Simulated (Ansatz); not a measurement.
Geometry optimisation, Ansatz, RKS PBE/cc-pVDZ.

The input (input.yaml):

```yaml
crystal:
  periodic: [false, false, false]
  atoms:
    - { symbol: "N", position_ang: [-0.6952, -0.1348, 2.1738] }
    - { symbol: Si, position_ang: [-0.5929, -0.348, 0.5021] }
    - { symbol: O, position_ang: [0.1703, -1.7804, 0.4206] }
    - { symbol: S, position_ang: [0.7611, 1.1964, -0.1708] }
    - { symbol: C, position_ang: [0.8786, 0.7425, -1.9188] }
    - { symbol: F, position_ang: [-0.3211, 0.8587, -2.537] }
    - { symbol: H, position_ang: [-1.291, 0.7417, 2.299] }
    - { symbol: H, position_ang: [0.214, 0.1926, 2.5031] }
    - { symbol: H, position_ang: [-1.9117, -0.3692, -0.0872] }
    - { symbol: H, position_ang: [0.0261, -2.3487, 1.2231] }
    - { symbol: H, position_ang: [1.5542, 1.4507, -2.3606] }
    - { symbol: H, position_ang: [1.2847, -0.2567, -2.0133] }
basis:
  gaussian: { orbitals: cc-pVDZ }
hamiltonian:
  xc: pbe
relax:
  f_tol: 0.015
  max_steps: 40
```

Launched with:

```bash
$ ansatz run input.yaml --threads 2 --pin off --max-ram 3072MiB --backend cpu --events-out ev --progress --plain --runs-dir out
```

Q: Where does it end, and by what steps?

A: The run converged. After 14 steps the energy has fallen by 0.639 eV; H10 moved furthest, 0.84 Å.

| step | energy less start (eV) | largest force component (eV/Å) | accepted |
| --- | --- | --- | --- |
| 0 | 0.0000 | 2.812 | yes |
| 1 | -0.4531 | 1.203 | yes |
| 2 | -0.5619 | 0.338 | yes |
| 3 | -0.5847 | 0.250 | yes |
| 4 | -0.6014 | 0.261 | yes |
| 5 | -0.6137 | 0.456 | yes |
| 6 | -0.6116 | 0.353 | no |
| 7 | -0.6291 | 0.273 | yes |
| 8 | -0.6339 | 0.105 | yes |
| 9 | -0.6343 | 0.120 | yes |
| 10 | -0.6377 | 0.050 | yes |
| 11 | -0.6382 | 0.026 | yes |
| 12 | -0.6385 | 0.045 | yes |
| 13 | -0.6385 | 0.015 | yes |
| 14 | -0.6385 | 0.004 | yes |

```xyz
12
Properties=species:S:1:pos:R:3
N -0.640 0.017 2.354
Si -0.570 -0.194 0.621
O 0.343 -1.559 0.175
S 0.523 1.426 -0.331
C 0.934 0.633 -1.941
F -0.172 0.530 -2.775
H -1.458 0.522 2.713
H 0.206 0.364 2.819
H -2.004 -0.307 0.173
H -0.112 -2.396 0.393
H 1.692 1.289 -2.418
H 1.334 -0.382 -1.749
```

Whether the end is a true minimum wasn't checked by a vibrational analysis.

Run time: 17 s on 2 threads of AMD EPYC 9R45 96-Core Processor (Zen 5) (shared host), peak memory 0.24 GiB.
